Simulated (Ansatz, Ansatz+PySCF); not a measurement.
```yaml
atoms:
  - { symbol: C, position_ang: [0.6468, 0.6279, 0.7525] }
  - { symbol: C, position_ang: [-0.1583, -0.1635, -0.1842] }
  - { symbol: N, position_ang: [-0.7838, -0.7742, -0.9052] }
  - { symbol: H, position_ang: [0.9836, 1.5436, 0.2698] }
  - { symbol: H, position_ang: [0.0481, 0.8839, 1.6249] }
  - { symbol: H, position_ang: [1.5143, 0.0527, 1.0706] }
```

Basis set: def2-SVP (spherical functions). Frozen core: 3 orbitals. Charge 0, multiplicity 3.

Computed with Ansatz (development build ahead of 0.2.0); each method stands on the lowest determinant of its kind that the runs found.

Give the atomization energy at this shape (free ground-state atoms in the same class of orbitals less the molecule, no zero-point energy) of triplet C₂H₃N by PBE0 (unrestricted), UHF-MP2, UHF, ROHF.

| method | atomization energy |
| --- | --- |
| PBE0 (unrestricted) | 19.89 eV |
| UHF-MP2 | 17.92 eV |
| UHF | 12.93 eV |
| ROHF | 13.03 eV |

Caution: another spin multiplicity may lie lower; the determinant breaks the point group; the shape is not the minimum.
